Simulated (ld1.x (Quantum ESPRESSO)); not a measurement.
# What the settings do to the ultrasoft potential of Ge (Z = 32)

Base potential:

ld1.x (Quantum ESPRESSO) 7.5 input, shortened:

```
&input
   title='Ge', zed=32., rel=1, dft='PBESOL', iswitch=3,
   config='[Ar] 3d10 4s1.5 4p2.5'
 /
 &inputp
   pseudotype=3, tm=.true., lloc=-1, rcloc=1.05,
   nlcc=.false.,
   which_augfun='PSQ', rmatch_augfun_nc=.true.
 /
6
4S  1  0   1.50   0.00  1.20  1.65  0.0
4S  1  0   0.00   0.70  1.20  1.65  0.0
4P  2  1   2.50   0.00  2.05  2.30  0.0
4P  2  1   0.00   3.30  2.05  2.30  0.0
3D  3  2  10.00   0.00  1.00  1.10  0.0
3D  3  2   0.00  -1.55  1.00  1.10  0.0
 &test
   configts(1)='3d10 4s1.5 4p2.5'
 /
```

All-electron outer shells of the reference configuration (PBEsol, scalar-relativistic, ld1.x):

```json
{"shell": "3s", "level (eV)": "-169.03", "outermost node (bohr)": "0.26", "outermost maximum (bohr)": "0.54"}
{"shell": "3p", "level (eV)": "-116.34", "outermost node (bohr)": "0.23", "outermost maximum (bohr)": "0.54"}
{"shell": "3d", "level (eV)": "-30.20", "outermost node (bohr)": "–", "outermost maximum (bohr)": "0.50"}
{"shell": "4s", "level (eV)": "-12.24", "outermost node (bohr)": "0.77", "outermost maximum (bohr)": "1.73"}
{"shell": "4p", "level (eV)": "-4.25", "outermost node (bohr)": "0.82", "outermost maximum (bohr)": "2.19"}
```

Cutoffs, loose and tight: the cutoffs (Ry, on a coarse ladder) from which the occupation-weighted sum of valence levels, in a spherical-Bessel basis at the reference potential, stays within 10 and 1 mRy of its value at 400 Ry. They do not see the model core or the augmentation charge, which bear on the density cutoff. Test errors are all-electron minus pseudo excitation energies from the reference, over the configurations 3d10 4s2 4p2; 3d10 4s2 4p1; 3d10 4s2 4p0; 3d10 4s1 4p0; 3d10 4s0 4p0; 3d10 4s2 4p1.5; 3d10 4s1 4p2. A dash means not determined; rows that change the core or the reference have their own tests. The largest error is taken over the tests solved by every variant that gives reliable tests at all: 3d10 4s1 4p0; 3d10 4s2 4p0; 3d10 4s2 4p1; 3d10 4s2 4p2.

A true bound ghost makes a file unfit for plane-wave use even where its test errors are small: the radial tests pick states by their node count and pass the ghost by.

```csv
change,outcome,"cutoff, loose","cutoff, tight",bound ghosts,largest test error (meV)
base,generated,140 Ry,200 Ry,s,-19
"waves 4p (bound): rcut 1.90, rcutus 2.02 bohr; 4p channel at 3.3 Ry: rcut 1.90, rcutus 2.02 bohr",generated,140 Ry,200 Ry,s,-16
"waves 4p (bound): rcut 2.05, rcutus 2.62 bohr; 4p channel at 3.3 Ry: rcut 2.05, rcutus 2.62 bohr",generated,140 Ry,200 Ry,s,-16
"waves 4p (bound): rcut 2.05, rcutus 3.02 bohr; 4p channel at 3.3 Ry: rcut 2.05, rcutus 3.02 bohr",generated,140 Ry,200 Ry,s,-18
"waves 4p (bound): rcut 2.05, rcutus 3.38 bohr; 4p channel at 3.3 Ry: rcut 2.05, rcutus 3.38 bohr",generated,140 Ry,200 Ry,s,-21
```

Task: What comes out with this change to the base: waves 4p (bound): rcut 1.50, rcutus 1.60 bohr; 4p channel at 3.3 Ry: rcut 1.50, rcutus 1.60 bohr?

Result: outcome: generated; cutoff, loose: 140 Ry; cutoff, tight: 200 Ry; bound ghosts: s; largest test error (meV): +5.7.

Task: What comes out with this change to the base: waves 4p (bound): rcut 2.05, rcutus 2.20 bohr; 4p channel at 3.3 Ry: rcut 2.05, rcutus 2.20 bohr?

Result: outcome: generated; cutoff, loose: 140 Ry; cutoff, tight: 200 Ry; bound ghosts: s; largest test error (meV): -29.

Reading the sweep of the p radius (base included, trends over the rows without a ghost): Bound ghosts are found at 1.6, 2.02, 2.2, 2.3, 2.62, 3.02, 3.38 bohr. Every judged row has one, so this setting neither creates nor removes them.
